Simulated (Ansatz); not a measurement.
Abridged output of a molecular run in Ansatz:

```
Functional definition: HF
1532 factors; integrals over basis functions are off by at most 9.9e-4 eV
mean field evaluation 1: about -14686.1793 eV, gradient 4.0e1 eV
mean field evaluation 2: about -14686.4780 eV, gradient 4.0e1 eV
mean field evaluation 4: about -14691.0018 eV, gradient 5.3e0 eV
mean field evaluation 8: about -14691.1009 eV, gradient 3.3e-1 eV
mean field evaluation 16: about -14691.1015 eV, gradient 1.3e-6 eV
mean field -14691.10149652 eV, -539.8880220110 hartree, gradient 1.3e-6 eV, S^2 0.000000; 0 other end points of the search recorded, 0 dependent functions left out
9 core orbitals not correlated: weight in the atoms' cores, before any rotation towards them, 1.000 or more for the frozen orbitals, at most 0.000 for the correlated occupied ones
reference -14691.10149652 eV, -539.8880220110 hartree; 14, 14 occupied and 241, 241 virtual orbitals, 1532 factors
second order -21.85600875 eV of doubles, -0.00000000 eV of singles
cycle   1  -22.40106644 eV  change   -5.5e-1 eV  update   1.0e-1
cycle   2  -22.98109329 eV  change   -5.8e-1 eV  update   2.8e-2
cycle   3  -23.07572094 eV  change   -9.5e-2 eV  update   1.2e-2
cycle   4  -23.06982036 eV  change    5.9e-3 eV  update   2.9e-3
cycle   5  -23.06991807 eV  change   -9.8e-5 eV  update   1.3e-3
cycle   6  -23.06980265 eV  change    1.2e-4 eV  update   4.4e-4
cycle   7  -23.06963845 eV  change    1.6e-4 eV  update   1.9e-4
cycle   8  -23.06967022 eV  change   -3.2e-5 eV  update   6.2e-5
cycle   9  -23.06968175 eV  change   -1.2e-5 eV  update   2.0e-5
perturbative correction -1.08924626 eV, -0.0400290616 hartree
Total energy: -14715.26042453 eV, -540.7758462397 hartree
```

Its atoms:

Z-matrix (Å, degrees):
```
C
C 1 1.488
H 1 1.093 2 108.5
H 1 1.092 2 111.9 3 -118.7
H 1 1.094 2 112.2 3 118.9
S 2 1.794 1 122.6 3 163.6
B 2 1.541 1 146.8 3 56.2
C 2 1.506 1 131.1 3 -44.6
H 6 1.361 2 102.8 1 113.0
H 7 1.186 2 143.7 1 18.3
H 8 1.090 2 113.4 1 34.9
H 8 1.092 2 119.4 1 -102.2
```

Which basis set was used?
A. def2-QZVPP
B. cc-pV(Q+d)Z
C. def2-SVP
D. def2-TZVPP

D. It gives 264 functions.

Write the keys of the input that set method, charge and spin (a neutral closed shell needs none for the last two).


```yaml
correlation: {method: ccsd_t}
```
